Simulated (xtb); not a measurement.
xtb input for C₂H₆BNO, SMILES O1CCB1N, GFN2-xTB. 

```
$ xtb mol.xyz --gfn 2 --ohess tight --chrg 0 --uhf 0 --json
$ cat mol.xyz
11

N      1.90870000    -0.15440000    -0.11040000
B      0.55550000    -0.66830000    -0.34950000
C     -0.82130000    -0.57770000     0.55270000
C     -1.00140000     0.53620000    -0.44370000
O     -0.40320000    -0.24360000    -1.35130000
H      2.27490000    -0.33320000     0.84500000
H      2.00190000     0.83870000    -0.43770000
H     -0.59460000    -0.26420000     1.60350000
H     -1.53330000    -1.37470000     0.43990000
H     -0.32300000     1.39620000    -0.11560000
H     -2.02790000     0.83290000    -0.73050000
```

Log of the run:

```
[banner left out]
          |                Calculation Setup                |
           -------------------------------------------------



           -------------------------------------------------
          |                 G F N 2 - x T B                 |
           -------------------------------------------------

        Reference                      10.1021/acs.jctc.8b01176
      * Hamiltonian:
        H0-scaling (s, p, d)           1.850000    2.230000    2.230000
        zeta-weighting                 0.500000
      * Dispersion:
        s8                             2.700000
        a1                             0.520000
        a2                             5.000000
        s9                             5.000000
      * Repulsion:
        kExp                           1.500000    1.000000
        rExp                           1.000000
      * Coulomb:
        alpha                          2.000000
        third order                    shell-resolved
        anisotropic                    true
        a3                             3.000000
        a5                             4.000000
        cn-shift                       1.200000
        cn-exp                         4.000000
        max-rad                        5.000000


          ...................................................
          :                      SETUP                      :
          :.................................................:
          :  # basis functions                  26          :
          :  # atomic orbitals                  26          :
          :  # shells                           16          :
          :  # electrons                        28          :
          :  max. iterations                   250          :
          :  Hamiltonian                  GFN2-xTB          :
          :  restarted?                      false          :
          :  GBSA solvation                  false          :
[...]
        19                          0.1445140               3.9324
        20                          0.1622467               4.4150
        21                          0.1754274               4.7736
        22                          0.2064443               5.6176
        23                          0.3147548               8.5649
        24                          0.3161219               8.6021
        25                          0.3811325              10.3711
        26                          0.6542963              17.8043
      -------------------------------------------------------------
                  HL-Gap            0.2497547 Eh            6.7962 eV
             Fermi-level           -0.2685308 Eh           -7.3071 eV

     #   Z          covCN         q      C6AA      α(0)
     1   7 N        2.561    -0.350    29.028     8.002
     2   5 B        2.993     0.368    16.004     6.674
     3   6 C        3.742    -0.167    23.833     6.965
     4   6 C        4.139     0.078    19.200     6.223
     5   8 O        1.655    -0.377    20.415     6.099
     6   1 H        0.861     0.167     1.290     1.779
     7   1 H        0.860     0.174     1.247     1.749
     8   1 H        0.925     0.029     2.606     2.525
     9   1 H        0.925     0.029     2.606     2.524
    10   1 H        0.924     0.025     2.661     2.551
    11   1 H        0.924     0.025     2.661     2.551

 Mol. C6AA /au·bohr⁶  :       1012.346831
 Mol. C8AA /au·bohr⁸  :      22682.320911
 Mol. α(0) /au        :         47.641977


Wiberg/Mayer (AO) data.
largest (>0.10) Wiberg bond orders for each atom

 ---------------------------------------------------------------------------
     #   Z sym  total        # sym  WBO       # sym  WBO       # sym  WBO
 ---------------------------------------------------------------------------
     1   7 N    3.314 --     2 B    1.310     6 H    0.959     7 H    0.952
     2   5 B    3.441 --     1 N    1.310     5 O    1.111     3 C    0.958
     3   6 C    3.955 --     4 C    0.996     8 H    0.976     9 H    0.976
                             2 B    0.958
     4   6 C    3.949 --     3 C    0.996    10 H    0.976    11 H    0.976
                             5 O    0.972
     5   8 O    2.199 --     2 B    1.111     4 C    0.972
     6   1 H    0.972 --     1 N    0.959
     7   1 H    0.970 --     1 N    0.952
     8   1 H    0.999 --     3 C    0.976
     9   1 H    0.999 --     3 C    0.976
    10   1 H    0.999 --     4 C    0.976
    11   1 H    0.999 --     4 C    0.976
 ---------------------------------------------------------------------------

Topologies differ in total number of bonds
Writing topology from bond orders to xtbtopo.mol

molecular dipole:
                 x           y           z       tot (Debye)
 q only:        0.520      -0.453       0.447
   full:        0.400      -0.416       0.429       1.827
molecular quadrupole (traceless):
                xx          xy          yy          xz          yz          zz
 q only:        4.712      -1.325      -1.946       0.222       1.085      -2.766
  q+dip:        5.364      -1.373      -2.126       0.211       1.714      -3.237
   full:        5.457      -1.437      -2.161       0.257       1.713      -3.296

           -------------------------------------------------
          |                Geometry Summary                 |
           -------------------------------------------------

      molecular mass/u    :       70.8862525
   center of mass at/Å    :        0.1408049       0.1404130      -0.2189277
  moments of inertia/u·Å² :        0.4359220E+02   0.1129668E+03   0.1502016E+03
rotational constants/cm⁻¹ :        0.3867121E+00   0.1492264E+00   0.1122334E+00

 * 11 selected distances

     #   Z          #   Z                                           value/Å
     1   7 N        2   5 B                                       1.3877326
     2   5 B        3   6 C                                       1.5925488 (max)
     3   6 C        4   6 C                                       1.5392920
     2   5 B        5   8 O                                       1.3877635
     4   6 C        5   8 O                                       1.4303161
     1   7 N        6   1 H                                       1.0032206 (min)
     1   7 N        7   1 H                                       1.0046946
     3   6 C        8   1 H                                       1.0866932
     3   6 C        9   1 H                                       1.0867575
     4   6 C       10   1 H                                       1.0925771
     4   6 C       11   1 H                                       1.0925779

 * 7 distinct bonds (by element types)

   Z      Z             #   av. dist./Å        max./Å        min./Å
   1 H    6 C           4     1.0896514     1.0925779     1.0866932
   5 B    6 C           1     1.5925488     1.5925488     1.5925488
   6 C    6 C           1     1.5392920     1.5392920     1.5392920
   1 H    7 N           2     1.0039576     1.0046946     1.0032206
   5 B    7 N           1     1.3877326     1.3877326     1.3877326
   5 B    8 O           1     1.3877635     1.3877635     1.3877635
   6 C    8 O           1     1.4303161     1.4303161     1.4303161

           -------------------------------------------------
          |               Frequency Printout                |
           -------------------------------------------------
 projected vibrational frequencies (cm⁻¹)
eigval :       -0.00    -0.00    -0.00    -0.00     0.00     0.00
eigval :      167.85   293.91   354.16   453.21   514.54   612.61
eigval :      768.59   789.94   879.19   901.51  1025.76  1037.87
eigval :     1126.13  1130.67  1162.88  1168.94  1271.50  1423.04
eigval :     1455.77  1480.55  1527.61  2934.21  2953.30  3019.64
eigval :     3026.26  3510.38  3558.90
 reduced masses (amu)
   1: 12.09   2: 11.55   3: 11.18   4: 10.68   5: 11.94   6: 11.24   7:  8.96   8:  9.11
   9:  6.24  10:  2.92  11:  3.24  12: 11.92  13:  4.01  14:  5.72  15: 11.20  16:  3.69
  17:  9.89  18: 11.98  19:  9.62  20:  3.51  21:  2.91  22:  5.76  23:  5.15  24:  6.66
  25:  2.12  26:  2.11  27:  6.62  28:  2.02  29:  1.44  30:  2.03  31:  1.51  32:  1.53
  33:  2.10
 IR intensities (km·mol⁻¹)
   1:  0.29   2:  1.33   3:  0.37   4:  0.14   5:  0.24   6:  0.83   7:  2.65   8:  3.68
Molecule has the following symmetry elements: (sigma)
It seems to be the Cs point group
   9:  6.20  10:149.65  11: 91.73  12:  2.78  13: 34.37  14:  7.22  15:  8.50  16: 33.56
  17: 25.48  18: 43.62  19:207.26  20:  4.84  21:  0.06  22: 14.36  23: 44.10  24:209.81
  25: 13.48  26:  0.51  27:326.27  28: 50.59  29: 66.34  30: 58.50  31: 35.30  32:  5.08
  33:  1.04
 Raman intensities (Ä⁴*amu⁻¹)
   1:  0.00   2:  0.00   3:  0.00   4:  0.00   5:  0.00   6:  0.00   7:  0.00   8:  0.00
   9:  0.00  10:  0.00  11:  0.00  12:  0.00  13:  0.00  14:  0.00  15:  0.00  16:  0.00
  17:  0.00  18:  0.00  19:  0.00  20:  0.00  21:  0.00  22:  0.00  23:  0.00  24:  0.00
  25:  0.00  26:  0.00  27:  0.00  28:  0.00  29:  0.00  30:  0.00  31:  0.00  32:  0.00
  33:  0.00
 output can be read by thermo (or use thermo option).
 writing <g98.out> molden fake output.
 recommended (thermochemical) frequency scaling factor: 1.0
           -------------------------------------------------
          |             Thermodynamic Functions             |
           -------------------------------------------------

cs  symmetry found (for desy threshold:  0.10E+00) used in thermo

          ...................................................
          :                      SETUP                      :
          :.................................................:
          :  # frequencies                          27      :
          :  # imaginary freq.                       0      :
          :  linear?                             false      :
          :  only rotor calc.                    false      :
          :  symmetry                               cs      :
          :  rotational number                       1      :
          :  scaling factor                  1.0000000      :
          :  rotor cutoff                   50.0000000 cm⁻¹ :
          :  imag. cutoff                  -20.0000000 cm⁻¹ :
          :.................................................:

    mode    ω/cm⁻¹     T·S(HO)/kcal·mol⁻¹    T·S(FR)/kcal·mol⁻¹   T·S(vib)
   ------------------------------------------------------------------------
       1    167.85    -0.73329 ( 99.22%)    -0.69750 (  0.78%)    -0.73301
       2    293.91    -0.43271 ( 99.92%)    -0.53166 (  0.08%)    -0.43279
   ------------------------------------------------------------------------

   temp. (K)  partition function   enthalpy   heat capacity  entropy
                                   cal/mol     cal/K/mol   cal/K/mol   J/K/mol
 298.15  VIB   4.20                 1562.363     13.255      8.092
         ROT  0.657E+05              888.752      2.981     25.025
         INT  0.276E+06             2451.115     16.236     33.117
         TR   0.577E+27             1481.254      4.968     38.675
         TOT                        3932.3692    21.2045    71.7916   300.3761

       T/K    H(0)-H(T)+PV         H(T)/Eh          T*S/Eh         G(T)/Eh
   ------------------------------------------------------------------------
    298.15    0.626663E-02    0.940876E-01    0.341105E-01    0.599771E-01
   ------------------------------------------------------------------------

         :::::::::::::::::::::::::::::::::::::::::::::::::::::
         ::                  THERMODYNAMIC                  ::
         :::::::::::::::::::::::::::::::::::::::::::::::::::::
         :: total free energy         -15.532469002327 Eh   ::
         ::.................................................::
         :: total energy              -15.592446068258 Eh   ::
         :: zero point energy           0.087820946058 Eh   ::
         :: G(RRHO) w/o ZPVE           -0.027843880128 Eh   ::
         :: G(RRHO) contrib.            0.059977065931 Eh   ::
         :::::::::::::::::::::::::::::::::::::::::::::::::::::

optimized geometry written to: xtbopt.xyz


           -------------------------------------------------
          | TOTAL ENERGY              -15.592446068258 Eh   |
          | TOTAL ENTHALPY            -15.498358492988 Eh   |
          | TOTAL FREE ENERGY         -15.532469002327 Eh   |
          | GRADIENT NORM               0.000123237998 Eh/α |
          | HOMO-LUMO GAP               6.796172017419 eV   |
Note: The following floating-point exceptions are signalling: IEEE_UNDERFLOW_FLAG IEEE_DENORMAL
normal termination of xtb
           -------------------------------------------------

------------------------------------------------------------------------
------------------------------------------------------------------------
 total:
 SCF:
 ANC optimizer:
 analytical hessian:
```

Self-consistency was reached.
